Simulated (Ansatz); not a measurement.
## A relaxation, step by step

GaH4Br, closed shell, PBE0-D4/def2-TZVP (Ansatz 0.2.0). Settings:

```yaml
hamiltonian: {xc: pbe0, dispersion: d4}
relax: {f_tol: 0.005, max_steps: 200}
```

Start, a step off a saddle point along its unstable mode:

Ga1  (-0.508, -0.440, -0.098)
H2  (0.664, 0.592, -0.923)
H3  (0.002, -1.923, -0.253)
H4  (-1.904, 0.276, -0.224)
H5  (0.870, 0.759, -0.166)
Br6  (0.877, 0.736, 1.664)
(Å)

```json
{"step": "1", "energy less the last (meV)": "1039.2", "largest force component (eV/Å)": "1.955"}
{"step": "2", "energy less the last (meV)": "595.8", "largest force component (eV/Å)": "1.505"}
{"step": "3", "energy less the last (meV)": "347.5", "largest force component (eV/Å)": "2.243"}
{"step": "4", "energy less the last (meV)": "87.3", "largest force component (eV/Å)": "1.474"}
{"step": "5", "energy less the last (meV)": "13.4", "largest force component (eV/Å)": "0.245"}
{"step": "6", "energy less the last (meV)": "8.9", "largest force component (eV/Å)": "0.443"}
{"step": "7 (rejected trial)", "energy less the last (meV)": "9.0", "largest force component (eV/Å)": "0.337"}
{"step": "8", "energy less the last (meV)": "2.2", "largest force component (eV/Å)": "0.071"}
{"step": "9", "energy less the last (meV)": "0.3", "largest force component (eV/Å)": "0.045"}
{"step": "10", "energy less the last (meV)": "0.0", "largest force component (eV/Å)": "0.015"}
{"step": "11", "energy less the last (meV)": "0.0", "largest force component (eV/Å)": "0.001"}
```

Step 3, positions (Å) and forces (eV/Å):

```tsv
atom	x	y	z	Fx	Fy	Fz
Ga1	-0.480	-0.420	0.192	-0.752	-0.643	-0.585
H2	0.660	0.591	-1.218	0.730	0.611	1.569
H3	0.044	-1.829	-0.228	-0.055	0.058	-0.023
H4	-1.808	0.303	-0.197	0.051	-0.063	-0.024
H5	0.929	0.813	-0.435	-0.479	-0.384	-2.243
Br6	0.655	0.542	1.885	0.506	0.421	1.307
```

Step 5, positions (Å) and forces (eV/Å):

| atom | x | y | z | Fx | Fy | Fz |
| --- | --- | --- | --- | --- | --- | --- |
| Ga1 | -0.538 | -0.472 | 0.362 | -0.087 | -0.075 | -0.245 |
| H2 | 0.761 | 0.682 | -1.424 | -0.040 | -0.034 | -0.053 |
| H3 | 0.018 | -1.824 | -0.195 | 0.009 | 0.058 | 0.115 |
| H4 | -1.806 | 0.276 | -0.165 | 0.059 | 0.000 | 0.113 |
| H5 | 1.022 | 0.898 | -0.754 | 0.073 | 0.063 | 0.003 |
| Br6 | 0.543 | 0.441 | 2.175 | -0.014 | -0.013 | 0.067 |

Step 8, positions (Å) and forces (eV/Å):

```csv
atom,x,y,z,Fx,Fy,Fz
Ga1,-0.525,-0.461,0.350,-0.063,-0.056,0.036
H2,0.723,0.649,-1.454,-0.030,-0.025,-0.071
H3,0.054,-1.812,-0.162,0.012,0.003,-0.022
H4,-1.788,0.310,-0.131,0.005,0.012,-0.022
H5,1.055,0.928,-0.842,0.050,0.043,0.056
Br6,0.481,0.386,2.240,0.027,0.023,0.023
```

Last step (11):

```tsv
atom	x (Å)	y (Å)	z (Å)
Ga1	-0.5504	-0.4834	0.3791
H2	0.7496	0.6724	-1.4882
H3	0.0423	-1.8224	-0.1485
H4	-1.8004	0.2995	-0.1182
H5	1.0873	0.9565	-0.8798
Br6	0.4716	0.3773	2.2557
```

The run took about 29 s on 2 CPU threads of an Arm Neoverse V1 (shared host).
